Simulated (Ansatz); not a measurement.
[B(NMe2)H3]- (C₂H₉BN⁻), relaxed as a singlet with RKS PBE0-D4/def2-SVPD in Ansatz, starting from the GFN2-xTB geometry. Force threshold 0.02 eV/Å.

Start:

```tsv
atom	x (Å)	y (Å)	z (Å)
B1	1.3598	-0.5343	-0.2056
N2	-0.1499	-0.4021	0.1887
C3	-1.0032	-0.1759	-0.9359
C4	-0.3807	0.5895	1.1921
H5	-2.0693	-0.2129	-0.6387
H6	-0.8244	-0.9527	-1.6783
H7	-0.8428	0.8087	-1.4346
H8	0.2617	0.3834	2.0478
H9	-0.1673	1.6317	0.8556
H10	-1.4340	0.5720	1.5317
H11	1.4734	-1.4429	-1.0133
H12	2.0049	-0.7844	0.8002
H13	1.7719	0.5201	-0.7096
```

**Question.** Estimate the energy that the relaxation releases and the steps that it takes.

**Answer.** 3.3 kJ/mol, in 4 steps; 6.5 s on 4 threads of Arm Neoverse V2 on a shared host. No frequencies were taken in this run, so the end may be a saddle point.

**Question.** Does the start keep its bonding and symmetry?

**Answer.** By distances, no bond broke or formed. The bond that changes most is B1–H13, from 1.24 to 1.27 Å (atoms count from 1). Point group Cs at the start, Cs at the end, both within 0.05 Å.

**Question.** Predict the relaxed structure.

**Answer.** 
```xyz
13

B     1.347   -0.539   -0.200
N    -0.147   -0.398    0.186
C    -1.007   -0.183   -0.934
C    -0.383    0.583    1.197
H    -2.078   -0.202   -0.641
H    -0.844   -0.965   -1.692
H    -0.830    0.803   -1.443
H     0.256    0.388    2.072
H    -0.156    1.629    0.857
H    -1.442    0.581    1.534
H     1.486   -1.452   -1.037
H     2.028   -0.783    0.815
H     1.770    0.539   -0.714
```
Bond lengths: 2 × C–N 1.43 Å; 1 × B–N 1.55 Å; 6 × C–H 1.10 to 1.12 Å; 3 × B–H 1.25 to 1.27 Å.
